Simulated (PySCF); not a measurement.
C3H7O2, SMILES [O]CCOC, multiplicity 2.

Coordinates come from a B3LYP-D3(BJ)/def2-SVP optimisation. The isomer is the one that the SMILES or the coordinates give; other isomers of the formula were not compared. Other conformers were not sampled.

Calculation: TDA-PBE/def2-SVPD (PySCF).

Vertical excitations. Gas-phase values at a fixed geometry.

Computed lowest excited states:
```
state    energy (eV)  λ (nm)      f          main pairs
-------  -----------  ------  -----  ------------------
root 1          0.48    2559  0.001    β HOMO→LUMO 97 %
root 2          2.17     572  0.052  β HOMO−1→LUMO 89 %
root 3          3.05     407  0.042  β HOMO−2→LUMO 92 %
root 4          4.22     294  0.003  β HOMO−3→LUMO 98 %
root 5          4.77     260  0.006  β HOMO−4→LUMO 99 %
root 6          5.08     244  0.004  β HOMO−5→LUMO 98 %
root 7          5.58     222  0.001  β HOMO→LUMO+1 99 %
root 8          5.89     211  0.002    α HOMO→LUMO 99 %
root 9          6.03     206  0.024  β HOMO−6→LUMO 91 %
root 10         6.17     201  0.001  β HOMO→LUMO+2 94 %
```
Unrestricted roots are not spin-pure.
